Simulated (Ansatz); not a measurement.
One change: `O[SiH](Cl)O[Si](O)(F)F` becomes `O[Si](O)(F)F`.

Ansatz, PBE0-D4/def2-TZVP geometries, multiplicity 1. Each molecule was computed in one conformer, which needn't be the lowest.

```tsv
property	`O[SiH](Cl)O[Si](O)(F)F`
size of the dipole moment (PBE/def2-TZVPP) / D	2.41
HOMO–LUMO gap (PBE0/def2-TZVPP) / eV	9.31
HOMO energy (ωB97M-V/def2-TZVPP) / eV	-11.62
zero-point energy (PBE0-D4/def2-TZVP) / kJ/mol	136.7
HOMO–LUMO gap (B3LYP/def2-TZVPP) / eV	8.62
HOMO–LUMO gap (ωB97M-V/def2-TZVPP) / eV	13.12
```

Problem. Give the same properties after the change, and the shifts. (Estimate.)

Solution. Computed: 
| property | `O[Si](O)(F)F` | shift |
| --- | --- | --- |
| size of the dipole moment (PBE/def2-TZVPP) / D | 0.17 | -2.24 |
| HOMO–LUMO gap (PBE0/def2-TZVPP) / eV | 10.46 | 1.15 |
| HOMO energy (ωB97M-V/def2-TZVPP) / eV | -12.65 | -1.03 |
| zero-point energy (PBE0-D4/def2-TZVP) / kJ/mol | 91.6 | -45.1 |
| HOMO–LUMO gap (B3LYP/def2-TZVPP) / eV | 9.75 | 1.13 |
| HOMO–LUMO gap (ωB97M-V/def2-TZVPP) / eV | 14.47 | 1.35 |

With PBE0 the HOMO falls by 0.87 eV and the LUMO rises by 0.29 eV, so the gap widens by about 1.16 eV. PBE moves the HOMO by -0.56 eV and ωB97M-V by -1.03 eV. The zero-point energy changes by -45.1 kJ/mol with -12 modes. Dipoles are sizes alone; their direction can turn.

B3LYP here is the variant with VWN-RPA as its local correlation; programs differ in this.
